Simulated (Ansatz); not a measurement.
Consider the hydrogenolysis of a C–F bond: `[NH2][Zn][CH2]F` + H₂ → `[CH3][Zn][NH2]` + H–F.

Computed with Ansatz on PBE0-D4/def2-TZVP structures; ΔE is electronic, products minus reactants. CCSD(T)/CBS is the MP2 limit (def2-TZVPP, def2-QZVPP) plus CCSD(T) − MP2 in def2-TZVPP, frozen cores. This one scheme is used for every species. DFT in def2-TZVPP. B3LYP here is the variant with VWN-RPA as its local correlation; programs differ in this. HSE06 is defined as in plane-wave codes. For Zn outer-core shells are correlated without core-valence functions, which leaves a few kJ/mol of doubt a bond. Scalar relativity is left out up to krypton. One conformer a species, not always the lowest.

| level | ΔE (kJ/mol) | difference from CCSD(T)/CBS |
| --- | --- | --- |
| LDA (SPW92) | -129.9 | 12.1 |
| PBE-D4 | -124.8 | 17.2 |
| revPBE-D4 | -122.0 | 20.0 |
| BLYP-D4 | -116.1 | 25.9 |
| r2SCAN-D4 | -127.4 | 14.6 |
| B97M-V | -129.9 | 12.1 |
| PBE0-D4 | -134.8 | 7.2 |
| B3LYP-D4 | -125.2 | 16.8 |
| r2SCANh-D4 | -131.2 | 10.8 |
| r2SCAN0-D4 | -136.3 | 5.7 |
| BHLYP-D4 | -132.5 | 9.5 |
| CAM-B3LYP-D4 | -127.1 | 14.9 |
| ωB97X-V | -126.6 | 15.4 |
| ωB97M-V | -130.6 | 11.4 |
| B2PLYP | -133.6 | 8.4 |
| PBE-QIDH | -144.0 | -2.0 |
| PBE | -125.6 | 16.4 |
| r2SCAN | -127.6 | 14.4 |
| PBE0 | -135.4 | 6.6 |
| B3LYP | -126.5 | 15.5 |
| r2SCANh | -131.4 | 10.6 |
| r2SCAN0 | -136.5 | 5.5 |
| HSE06 | -135.4 | 6.6 |
| BHLYP | -133.4 | 8.6 |
| LC-ωPBE | -134.7 | 7.3 |
| RPA@PBE/def2-TZVPP | -129.8 | 12.2 |
| HF/def2-SVP | -133.0 | 9.0 |
| CCSD/def2-SVP | -132.9 | 9.1 |
| CCSD(T)/def2-SVP | -130.7 | 11.3 |
| HF/def2-TZVPP | -135.2 | 6.8 |
| MP2/def2-TZVPP | -149.0 | -7.0 |
| SCS-MP2/def2-TZVPP | -140.8 | 1.2 |
| CCSD/def2-TZVPP | -141.8 | 0.2 |
| CCSD(T)/def2-TZVPP | -140.2 | 1.8 |
| HF/def2-QZVPP | -135.3 | 6.7 |
| MP2/def2-QZVPP | -150.0 | -8.0 |
| SCS-MP2/def2-QZVPP | -142.2 | -0.2 |
| HF/CBS(def2) | -135.3 | 6.7 |
| MP2/CBS(def2) | -150.8 | -8.8 |
| CCSD/CBS(def2) | -143.6 | -1.6 |
| CCSD(T)/CBS | -142.0 | 0 |

Largest T1 diagnostic among the species: 0.015.

From BLYP to BHLYP (50 % exact exchange), in def2-TZVPP and without D4, ΔE moves by −15.6 kJ/mol. In def2-TZVPP, CCSD(T) changes the Hartree–Fock value by −5.0 kJ/mol (the triples alone add +1.6 kJ/mol) and MP2 by −13.7 kJ/mol. At CCSD(T), def2-SVP lies +11.3 kJ/mol from the extrapolated value and def2-TZVPP +1.8 kJ/mol.
